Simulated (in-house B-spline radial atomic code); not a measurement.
# Ionising the oxygen ion O²⁺ with different functionals

Computed with an all-electron radial atomic-structure program (B-spline basis): scalar-relativistic (spin-free X2C) Hamiltonian, Fermi nucleus of rms radius 2.6991 fm, spin-polarised at highest spin, spherical fractional occupations for the functionals, the average over the highest-spin determinants for Hartree-Fock. The ionisation energy is the difference of two self-consistent energies, [He] 2s2 2p2 → [He] 2s2 2p1, without Breit or QED terms; ε is the level of the shell that loses the electron (its least bound occupied spin orbital).

Hybrids are left out here: with spherical fractional occupations of an open shell their exact exchange keeps a self-interaction that integer-occupation calculations don't have.

| method | rung | ΔSCF (eV) | -ε(2p) (eV) |
| --- | --- | --- | --- |
| Hartree-Fock | Hartree-Fock | 54.61 | 55.69 |
| LDA VWN5 | LDA | 55.56 | 45.15 |
| LDA PW92 | LDA | 55.55 | 45.14 |
| LDA exchange-only | LDA | 54.20 | 43.88 |
| PBE | GGA | 55.49 | 45.08 |
| PBEsol | GGA | ? | ? |
| BLYP | GGA | ? | ? |
| RPBE | GGA | 55.44 | 45.04 |
| PW91 | GGA | 55.64 | 45.21 |
| BP86 | GGA | 55.53 | 45.11 |
| AM05 | GGA | 55.35 | 44.97 |
| OLYP | GGA | 55.59 | 45.20 |
| TPSS | meta-GGA | 55.62 | 45.28 |
| SCAN | meta-GGA | 55.93 | 45.79 |
| r2SCAN | meta-GGA | 55.90 | 45.76 |
| revTPSS | meta-GGA | 55.47 | 45.16 |

Problem. What does PBEsol give?

Solution. ΔSCF 55.36 eV, and -ε(2p) = 44.98 eV.

Problem. What does BLYP give?

Solution. ΔSCF 55.52 eV, and -ε(2p) = 45.02 eV.

Problem. How do they compare with the NIST value?

Solution. NIST lists 54.936 eV (semi-empirical, ground level to ground level). Errors run from -0.73 to +1.00 eV; Hartree-Fock is closest (-0.33 eV), but part of that can be cancellation, since the calculations leave out spin-orbit coupling, Breit-QED terms, multiplet and fine-structure energies. Hartree-Fock also lacks correlation.
